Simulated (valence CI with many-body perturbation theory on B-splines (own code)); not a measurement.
# Pr LIV: electric-dipole lines

Level of theory: relativistic CI+MBPT: four valence electrons over a frozen Dirac-Fock core [He], radial functions for each j: 11 s, 11 p, 10 d, 8 f, 5 g, 2 h, with the one-electron correlation potential Σ1, the two-electron term Σ2, the three-electron term Σ3, Breit, model QED; selected CI, second order for the rest, scaled by the run's own slope (own B-spline code, finite nucleus).

The last digits are not significant, and no measured levels were compared; by estimate large intervals hold to a few tenths of a per cent, small ones and those within an open d or f shell to about a per cent. Among the levels kept, up to 850 cm⁻¹ of a level comes from second order outside the variational space, and about a tenth of that is noise between levels of different J, which matters for small intervals.

Lines 1 to 50 of 549 in falling wavelength, among levels below 7941.6 eV, chosen from the strongest by gf and those to the six lowest levels. Wavelengths and rates use the calculated energies. Electric multipoles are in the length gauge, E1 and E2 with the static RPA response of the core. Weak lines are less certain than strong ones. Lines between different terms over intervals too small for the method are left out, as are lines whose strength nearly cancels. The highest levels of a list are the least certain.

Levels are named by their leading jj configuration (3d3/2^4 stands for four electrons in 3d with j = 3/2), which in mixed levels can hold well under half, so a name can repeat and another be missing. Letters in brackets count levels of one name in rising energy.

| λ vac (Å) | Upper | Lower | A (s⁻¹) | S (a.u.) with core polarisation | S without |
| --- | --- | --- | --- | --- | --- |
| 152.7 | (2s 2p3/2^2 3p1/2) J=2 [a] | (2s 2p3/2^2 3s) J=3 | 6.49e+09 | 5.71e-02 | 5.71e-02 |
| 146.9 | (2s 2p3/2^2 3p1/2) J=3 | (2s 2p3/2^2 3s) J=3 | 4.74e+09 | 5.20e-02 | 5.20e-02 |
| 132.3 | (2p1/2 2p3/2^2 3p1/2) J=2 [b] | (2p1/2 2p3/2^2 3s) J=3 | 7.62e+09 | 4.35e-02 | 4.35e-02 |
| 130.1 | (2s 2p1/2 2p3/2 3d3/2) J=4 | (2s 2p1/2 2p3/2 3p3/2) J=3 [a] | 5.68e+09 | 5.56e-02 | 5.56e-02 |
| 127.2 | (2s 2p1/2 2p3/2 3p1/2) J=2 [b] | (2s 2p1/2 2p3/2 3s) J=3 | 9.97e+09 | 5.07e-02 | 5.07e-02 |
| 126.8 | (2s 2p3/2^2 3d5/2) J=4 [b] | (2s 2p3/2^2 3p3/2) J=3 [b] | 9.05e+09 | 8.19e-02 | 8.19e-02 |
| 126.1 | (2s^2 2p1/2 3d5/2) J=2 | (2s^2 2p1/2 3p3/2) J=1 | 8.56e+09 | 4.23e-02 | 4.23e-02 |
| 125.5 | (2s 2p3/2^2 3d5/2) J=3 [c] | (2s 2p3/2^2 3p3/2) J=2 [c] | 1.10e+10 | 7.48e-02 | 7.48e-02 |
| 125.0 | (2s 2p1/2 2p3/2 3d5/2) J=5 | (2s 2p1/2 2p3/2 3p3/2) J=4 | 1.42e+10 | 1.50e-01 | 1.50e-01 |
| 124.6 | (2s^2 2p3/2 3d5/2) J=4 | (2s^2 2p3/2 3p3/2) J=3 | 1.08e+10 | 9.29e-02 | 9.29e-02 |
| 124.1 | (2s 2p3/2^2 3d5/2) J=5 | (2s 2p3/2^2 3p3/2) J=4 | 1.39e+10 | 1.44e-01 | 1.44e-01 |
| 123.6 | (2p1/2^2 2p3/2 3d5/2) J=4 | (2p1/2^2 2p3/2 3p3/2) J=3 | 1.58e+10 | 1.33e-01 | 1.33e-01 |
| 123.2 | (2s 2p1/2 2p3/2 3d5/2) J=3 [d] | (2s 2p1/2 2p3/2 3p3/2) J=2 [d] | 7.41e+09 | 4.78e-02 | 4.78e-02 |
| 123.1 | (2p1/2 2p3/2^2 3d5/2) J=3 | (2p1/2 2p3/2^2 3p3/2) J=2 [a] | 1.16e+10 | 7.49e-02 | 7.49e-02 |
| 123.1 | (2s 2p1/2^2 3d5/2) J=3 | (2s 2p1/2^2 3p3/2) J=2 | 1.49e+10 | 9.63e-02 | 9.63e-02 |
| 122.9 | (2p1/2 2p3/2^2 3d5/2) J=4 | (2p1/2 2p3/2^2 3p3/2) J=3 [a] | 1.52e+10 | 1.26e-01 | 1.26e-01 |
| 122.0 | (2p1/2^2 2p3/2 3d5/2) J=3 | (2p1/2^2 2p3/2 3p3/2) J=2 | 1.37e+10 | 8.58e-02 | 8.58e-02 |
| 120.9 | (2s 2p1/2 2p3/2 3d5/2) J=4 [a] | (2s 2p1/2 2p3/2 3p3/2) J=3 [a] | 7.45e+09 | 5.85e-02 | 5.85e-02 |
| 120.6 | (2s 2p3/2^2 3d5/2) J=3 [b] | (2s 2p3/2^2 3p3/2) J=2 [b] | 1.27e+10 | 7.68e-02 | 7.68e-02 |
| 119.2 | (2s 2p3/2^2 3d5/2) J=4 [a] | (2s 2p3/2^2 3p3/2) J=3 [a] | 1.20e+10 | 9.03e-02 | 9.03e-02 |
| 118.8 | (2s 2p1/2 2p3/2 3d5/2) J=4 [c] | (2s 2p1/2 2p3/2 3p3/2) J=3 [c] | 1.59e+10 | 1.18e-01 | 1.18e-01 |
| 118.6 | (2s 2p1/2 2p3/2 3d5/2) J=4 [b] | (2s 2p1/2 2p3/2 3p3/2) J=3 [b] | 1.33e+10 | 9.89e-02 | 9.89e-02 |
| 116.1 | (2s^2 2p1/2 3d5/2) J=3 | (2s^2 2p1/2 3p3/2) J=2 | 1.64e+10 | 8.88e-02 | 8.88e-02 |
| 114.8 | (2s 2p1/2 2p3/2 3d5/2) J=3 [a] | (2s 2p1/2 2p3/2 3p3/2) J=2 [a] | 1.37e+10 | 7.16e-02 | 7.16e-02 |
| 113.3 | (2p1/2^2 2p3/2 3d5/2) J=2 | (2p1/2^2 2p3/2 3p3/2) J=1 | 1.12e+10 | 4.01e-02 | 4.02e-02 |
| 112.1 | (2s 2p1/2 2p3/2 3d5/2) J=2 [a] | (2s 2p1/2 2p3/2 3p3/2) J=1 [a] | 1.09e+10 | 3.80e-02 | 3.80e-02 |
| 111.3 | (2s 2p1/2^2 3d5/2) J=2 | (2s 2p1/2^2 3p3/2) J=1 | 1.84e+10 | 6.24e-02 | 6.24e-02 |
| 103.6 | (2s 2p1/2 2p3/2 3d5/2) J=3 [c] | (2p1/2^2 2p3/2 3s) J=2 | 1.02e+10 | 3.93e-02 | 3.93e-02 |
| 99.73 | (2s 2p3/2^2 3d5/2) J=2 [b] | (2s 2p3/2^2 3p3/2) J=1 [b] | 1.48e+10 | 3.63e-02 | 3.63e-02 |
| 93.92 | (2s 2p3/2^2 3d5/2) J=3 [a] | (2s 2p3/2^2 3p3/2) J=3 [a] | 1.05e+10 | 3.02e-02 | 3.02e-02 |
| 76.02 | (2p1/2 2p3/2^2 3d3/2) J=4 | (2s 2p3/2^2 3d3/2) J=3 [b] | 1.30e+10 | 2.55e-02 | 2.55e-02 |
| 73.94 | (2s 2p1/2 2p3/2 3p3/2) J=4 | (2s^2 2p3/2 3p3/2) J=3 | 2.81e+10 | 5.04e-02 | 5.05e-02 |
| 71.14 | (2p1/2 2p3/2^2 3p3/2) J=4 | (2s 2p3/2^2 3p3/2) J=3 [b] | 5.31e+10 | 8.50e-02 | 8.51e-02 |
| 69.91 | (2s 2p1/2 2p3/2 3p3/2) J=3 [b] | (2s 2p1/2 2p3/2 3s) J=2 [c] | 2.00e+10 | 2.36e-02 | 2.36e-02 |
| 68.00 | (2p1/2^2 2p3/2 3d3/2) J=3 | (2s 2p1/2 2p3/2 3d3/2) J=2 [d] | 2.67e+10 | 2.90e-02 | 2.90e-02 |
| 66.72 | (2p1/2^2 2p3/2 3p3/2) J=3 | (2s 2p1/2 2p3/2 3p3/2) J=2 [d] | 3.66e+10 | 3.76e-02 | 3.76e-02 |
| 66.20 | (2s 2p1/2^2 3p3/2) J=2 | (2s^2 2p1/2 3p3/2) J=1 | 4.89e+10 | 3.50e-02 | 3.50e-02 |
| 64.04 | (2p1/2 2p3/2^2 3p3/2) J=1 [a] | (2p1/2 2p3/2^2 3s) J=2 [b] | 7.02e+10 | 2.73e-02 | 2.73e-02 |
| 63.77 | (2p1/2^2 2p3/2 3p3/2) J=3 | (2s 2p1/2 2p3/2 3p3/2) J=2 [c] | 6.72e+10 | 6.02e-02 | 6.02e-02 |
| 63.55 | (2p1/2 2p3/2^2 3p3/2) J=2 [c] | (2s 2p3/2^2 3p3/2) J=1 [c] | 3.39e+10 | 2.15e-02 | 2.15e-02 |
| 63.52 | (2s 2p1/2 2p3/2 3d3/2) J=3 [b] | (2s 2p1/2 2p3/2 3p1/2) J=2 [b] | 3.31e+10 | 2.93e-02 | 2.93e-02 |
| 63.46 | (2s 2p1/2^2 2p3/2) J=2 | (2s^2 2p1/2 2p3/2) J=2 | 7.03e+09 | 4.43e-03 | 4.44e-03 |
| 63.36 | (2s 2p3/2^2 3p3/2) J=3 [a] | (2s 2p3/2^2 3s) J=2 [a] | 5.37e+10 | 4.72e-02 | 4.72e-02 |
| 63.04 | (2p1/2 2p3/2^2 3d3/2) J=3 [b] | (2p1/2 2p3/2^2 3p1/2) J=2 [b] | 4.58e+10 | 3.96e-02 | 3.96e-02 |
| 62.69 | (2p1/2 2p3/2^2 3d3/2) J=2 [b] | (2p1/2 2p3/2^2 3p1/2) J=2 [b] | 6.32e+10 | 3.84e-02 | 3.84e-02 |
| 62.50 | (2p1/2 2p3/2^2 3p3/2) J=2 [a] | (2p1/2 2p3/2^2 3s) J=1 [a] | 5.45e+10 | 3.29e-02 | 3.29e-02 |
| 62.41 | (2p1/2 2p3/2^2 3p3/2) J=3 [b] | (2p1/2 2p3/2^2 3s) J=2 [b] | 5.69e+10 | 4.78e-02 | 4.78e-02 |
| 62.35 | (2s 2p1/2 2p3/2^2) J=3 | (2s^2 2p3/2^2) J=2 | 1.01e+10 | 8.45e-03 | 8.46e-03 |
| 62.14 | (2s 2p1/2 2p3/2 3d3/2) J=2 [b] | (2s 2p1/2 2p3/2 3p1/2) J=2 [b] | 5.43e+10 | 3.22e-02 | 3.22e-02 |
| 61.54 | (2s 2p3/2^2 3p3/2) J=1 [a] | (2s 2p3/2^2 3s) J=2 [a] | 9.02e+10 | 3.11e-02 | 3.11e-02 |
